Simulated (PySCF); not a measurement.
H5InO3Si, SMILES [OH][In]([OH])[O][SiH3].

Geometry optimised at PBE0-D3(BJ)/def2-SVP. The def2 effective core potentials stand for the cores of In; spin–orbit coupling is left out. Other conformers were not sampled.

All values below come from IEF-PCM-B3LYP/def2-SVP (PySCF).

The values are the electrostatic part of the solvation free energy, E(continuum) − E(gas) at the gas-phase geometry, in a cavity of scaled van der Waals radii (PySCF's table); cavitation and dispersion terms are not included. A continuum can't describe solvent molecules that bind to the metal. In vacuum the orbital gap is 5.56 eV. The dipole moment in vacuum is 3.55 D.

Task: Estimate the values in water (ε = 78.36), chlorobenzene (ε = 5.70), N,N-dimethylformamide (ε = 37.22). (An estimate is asked for; the answer gives what the named calculation found.)

Result: 
| solvent | ε | ΔG(elec) (kcal/mol) | dipole (D) | gap (eV) |
|---|---|---|---|---|
| water | 78.36 | -12.6 | 4.40 | 6.01 |
| chlorobenzene | 5.70 | -9.3 | 4.19 | 5.91 |
| N,N-dimethylformamide | 37.22 | -12.2 | 4.38 | 6.01 |
